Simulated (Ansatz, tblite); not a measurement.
Forces on Si20H30, a nanocrystal cut from cubic silicon at its PBE-D4/def2-SVP geometry. Charge 0, multiplicity 1.

The xTB rows come from tblite. Single mean-field runs in def2-SVP are fitted with def2-universal-jkfit.

GFN2-xTB (tblite), largest force 0.72 eV/Å:

```xyz
50
positions Å, forces eV/Å
Si    2.759    0.484    0.945    0.546    0.081    0.060
Si    2.937   -1.973   -2.091    0.228   -0.115    0.012
Si   -0.072   -1.691    2.423   -0.073   -0.394    0.383
Si    0.236   -4.047   -0.682    0.085   -0.225    0.086
Si    2.380    2.150   -2.570    0.189    0.171   -0.023
Si   -0.588    2.113    1.981   -0.186    0.437    0.287
Si   -0.815    3.705   -1.581    0.020    0.254    0.030
Si   -0.423   -0.182   -1.078   -0.261   -0.113   -0.664
Si   -3.390   -2.281    0.443   -0.167   -0.103    0.164
Si   -3.883    1.349    0.023   -0.193    0.090    0.142
Si    3.883   -1.348   -0.022    0.193   -0.090   -0.142
Si    3.391    2.281   -0.442    0.167    0.102   -0.164
Si    0.423    0.183    1.078    0.261    0.112    0.664
Si    0.587   -2.112   -1.982    0.186   -0.437   -0.287
Si    0.814   -3.705    1.580   -0.019   -0.254   -0.030
Si   -2.379   -2.150    2.571   -0.189   -0.171    0.023
Si    0.073    1.691   -2.423    0.073    0.393   -0.384
Si   -0.236    4.047    0.680   -0.085    0.225   -0.085
Si   -2.938    1.972    2.093   -0.228    0.116   -0.011
Si   -2.759   -0.483   -0.944   -0.546   -0.081   -0.060
H     3.302    0.719    2.337   -0.244   -0.080   -0.409
H     3.386   -1.007   -3.156   -0.093   -0.558    0.369
H     3.458   -3.341   -2.466   -0.127    0.603   -0.013
H     0.474   -1.454    3.813   -0.145   -0.004   -0.460
H     1.113   -5.140   -1.245   -0.495    0.321    0.180
H    -1.192   -4.519   -0.766    0.675    0.030   -0.032
H     3.098    1.118   -3.399   -0.248    0.584    0.234
H     2.538    3.483   -3.263    0.034   -0.601    0.130
H    -0.040    2.347    3.372   -0.127   -0.138   -0.445
H    -0.243    4.836   -2.403   -0.396   -0.392    0.263
H    -2.314    3.752   -1.724    0.660    0.143   -0.046
H    -3.059   -3.609   -0.185   -0.331    0.520    0.279
H    -4.890   -2.218    0.617    0.566   -0.194   -0.148
H    -3.896    2.541   -0.898   -0.190   -0.512    0.399
H    -5.318    0.934    0.253    0.499    0.298   -0.206
H     5.317   -0.933   -0.252   -0.499   -0.298    0.206
H     3.895   -2.539    0.899    0.191    0.512   -0.399
H     4.890    2.218   -0.616   -0.566    0.195    0.148
H     3.061    3.610    0.186    0.331   -0.520   -0.279
H     0.040   -2.345   -3.372    0.127    0.137    0.445
H     2.313   -3.753    1.722   -0.660   -0.142    0.047
H     0.241   -4.836    2.401    0.397    0.391   -0.263
H    -2.536   -3.484    3.262   -0.035    0.602   -0.129
H    -3.097   -1.119    3.401    0.247   -0.584   -0.235
H    -0.473    1.453   -3.813    0.144    0.005    0.460
H     1.192    4.518    0.763   -0.675   -0.029    0.033
H    -1.113    5.141    1.243    0.494   -0.322   -0.180
H    -3.460    3.339    2.469    0.128   -0.603    0.012
H    -3.385    1.005    3.157    0.092    0.559   -0.369
H    -3.302   -0.718   -2.336    0.244    0.081    0.409
```

PBE-D4/def2-SVP (Ansatz), largest force 0.03 eV/Å:

```
Si 0.004 0.002 0.016
Si 0.025 0.005 -0.012
Si 0.007 0.004 0.014
Si -0.012 -0.024 0.007
Si 0.025 -0.001 -0.011
Si 0.007 0.001 0.014
Si -0.019 0.020 0.002
Si -0.003 -0.002 -0.009
Si -0.008 -0.026 0.006
Si -0.014 0.024 0.000
Si 0.014 -0.024 0.000
Si 0.008 0.026 -0.006
Si 0.003 0.002 0.009
Si -0.007 -0.001 -0.014
Si 0.019 -0.020 -0.002
Si -0.026 0.001 0.012
Si -0.007 -0.005 -0.014
Si 0.013 0.024 -0.007
Si -0.024 -0.005 0.012
Si -0.004 -0.002 -0.016
H -0.005 -0.002 -0.011
H -0.007 -0.023 0.016
H -0.008 0.003 0.008
H -0.005 -0.002 -0.012
H 0.003 0.010 0.002
H 0.029 0.004 -0.002
H -0.013 0.024 0.010
H -0.007 -0.002 0.009
H -0.004 -0.002 -0.011
H 0.006 -0.009 0.004
H 0.029 0.004 -0.002
H -0.013 0.024 0.010
H 0.007 0.009 0.001
H -0.006 -0.024 0.016
H 0.009 -0.006 0.003
H -0.009 0.006 -0.003
H 0.006 0.024 -0.016
H -0.007 -0.008 -0.001
H 0.012 -0.024 -0.010
H 0.004 0.002 0.011
H -0.029 -0.003 0.002
H -0.006 0.009 -0.004
H 0.007 0.002 -0.009
H 0.013 -0.023 -0.011
H 0.004 0.002 0.012
H -0.029 -0.004 0.002
H -0.003 -0.011 -0.002
H 0.008 -0.002 -0.008
H 0.007 0.023 -0.016
H 0.005 0.002 0.011
```

r2SCAN-D4/def2-SVP (Ansatz), largest force 0.23 eV/Å:

```
Si 0.087 0.029 0.149
Si 0.127 -0.048 -0.155
Si 0.053 0.003 0.166
Si -0.057 -0.189 -0.059
Si 0.115 0.043 -0.165
Si 0.047 0.049 0.161
Si -0.103 0.149 -0.098
Si -0.013 -0.006 -0.035
Si -0.136 -0.150 -0.034
Si -0.170 0.097 -0.063
Si 0.170 -0.097 0.063
Si 0.137 0.150 0.034
Si 0.013 0.006 0.034
Si -0.046 -0.049 -0.161
Si 0.103 -0.149 0.098
Si -0.115 -0.043 0.165
Si -0.053 -0.003 -0.167
Si 0.057 0.188 0.059
Si -0.127 0.047 0.155
Si -0.087 -0.029 -0.149
H -0.062 -0.028 -0.167
H -0.057 -0.165 0.149
H -0.068 0.164 0.053
H -0.066 -0.031 -0.165
H -0.100 0.139 0.070
H 0.223 0.050 0.002
H -0.103 0.174 0.108
H -0.025 -0.159 0.091
H -0.067 -0.025 -0.165
H -0.061 -0.141 0.102
H 0.229 0.013 0.006
H -0.075 0.195 0.094
H 0.184 0.001 -0.018
H -0.023 -0.182 0.138
H 0.178 0.044 -0.023
H -0.178 -0.044 0.023
H 0.023 0.181 -0.138
H -0.184 -0.001 0.018
H 0.074 -0.195 -0.094
H 0.067 0.025 0.165
H -0.229 -0.013 -0.006
H 0.062 0.141 -0.103
H 0.025 0.159 -0.091
H 0.103 -0.173 -0.109
H 0.066 0.031 0.165
H -0.224 -0.050 -0.002
H 0.100 -0.139 -0.070
H 0.068 -0.163 -0.054
H 0.057 0.165 -0.148
H 0.062 0.028 0.167
```
